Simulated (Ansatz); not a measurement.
Trimethylsilanol → `C[Si]C` + CH₃OH at 298.15 K and 1 bar (silylene formation by 1,1-elimination).

Program: Ansatz. Geometries: PBE0-D4/def2-TZVP. ΔE: electronic, gas phase. CCSD(T)/CBS is the MP2 limit (def2-TZVPP, def2-QZVPP) plus CCSD(T) − MP2 in def2-TZVPP, frozen cores. This one scheme is used for every species. Each species was taken in one conformer, which may not be the lowest.

```csv
species,CCSD(T)/CBS energy (Eh),H − E (kJ/mol),S (J/(mol·K))
`C[Si](C)(C)O`,-484.52812,352.8,371.0
`C[Si]C`,-368.74530,203.3,296.5
CH₃OH,-115.61712,146.3,238.2
```

H − E and S are ideal-gas, rigid-rotor, harmonic terms from PBE0-D4/def2-TZVP, for one conformer and one mirror image of each species. 1 Eh = 2625.50 kJ/mol, R = 8.31446 J/(mol·K).

Task: By hand: ΔE, ΔH, ΔS and ΔG.

Result: ΔE = (-368.74530) + (-115.61712) − (-484.52812) = 0.16570 Eh = 435.0 kJ/mol. Δ(H − E) = 203.3 + 146.3 − 352.8 = -3.2, so ΔH = 431.8 kJ/mol. ΔS = 296.5 + 238.2 − 371.0 = 163.7 J/(mol·K). ΔG = 431.8 − 298.15 × (163.7)/1000 = 383.0 kJ/mol.

Task: By hand: the equilibrium constant, and the temperature at which ΔG would vanish if ΔH and ΔS stayed fixed.

Result: log₁₀ K = −ΔG/(RT ln 10) = -67.1. ΔG = 0 at ΔH/ΔS = 2638 K, far beyond where these terms or the molecules hold.

The number of gas molecules changes by +1, which sets the sign of ΔS. A doubt of 5 kJ/mol in ΔE shifts log₁₀ K by 0.9 here. Other conformers and mirror images would add mixing entropy, several J/(mol·K) or more a flexible species. These are equilibria of isolated gas molecules and say nothing of rates. Largest T1 diagnostic: 0.012 (customary marks: 0.02 for closed shells, 0.045 for open ones).
